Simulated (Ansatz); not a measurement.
Ansatz (a program for electronic structure) job for I3Si, SMILES [Si](I)(I)I (connectivity only; charge and spin as stated), charge +1, multiplicity 1, PBE0/def2-SVPD. The structure is a stationary point at B3LYP-D3(BJ)/def2-SVP. The spin state was assumed, not searched. The isomer is the one that the SMILES or the coordinates give; other isomers of the formula were not compared. The def2 effective core potentials stand for the cores of I; spin–orbit coupling is left out.

Ansatz 0.2 input:
```yaml
crystal:
  periodic: [false, false, false]
  atoms:
    - {symbol: I, position_ang: [-2.36698857, 0.00000000, -0.00000000]}
    - {symbol: Si, position_ang: [-0.00000000, -0.00000000, 0.00000000]}
    - {symbol: I, position_ang: [1.18349428, -2.04987223, -0.00000000]}
    - {symbol: I, position_ang: [1.18349428, 2.04987223, -0.00000000]}
basis:
  gaussian:
    orbitals: def2-SVPD
hamiltonian:
  xc: {name: PBE0}
total_charge: 1
```

It prints:

```
WARN ansatz: RAYON_NUM_THREADS=1 ignored (pool sized by the plan → 1); use --threads N
Functional definition: PBE0
integrals: 0.13 GiB planned
1556 factors; integrals over basis functions are off by at most 2.6e-4 eV
mean field: 0.86 GiB planned
mean field evaluation 1: about -32169.8564 eV, gradient 1.3e1 eV
mean field evaluation 2: about -32170.1445 eV, gradient 9.5e0 eV
mean field evaluation 4: about -32170.3357 eV, gradient 1.1e0 eV
mean field evaluation 8: about -32170.3616 eV, gradient 4.2e-3 eV
mean field -32170.36158516 eV, -1182.2389824004 hartree, gradient 2.7e-5 eV, S^2 0.000000; 0 other end points of the search recorded, 0 dependent functions left out
reference -32170.36163863 eV, -1182.2389843653 hartree; 44, 44 occupied and 85, 85 virtual orbitals, 1556 factors
Total energy: -32170.36163863 eV, -1182.2389843653 hartree
```

Self-consistency was reached.

Cost: roughly 12 core-seconds.
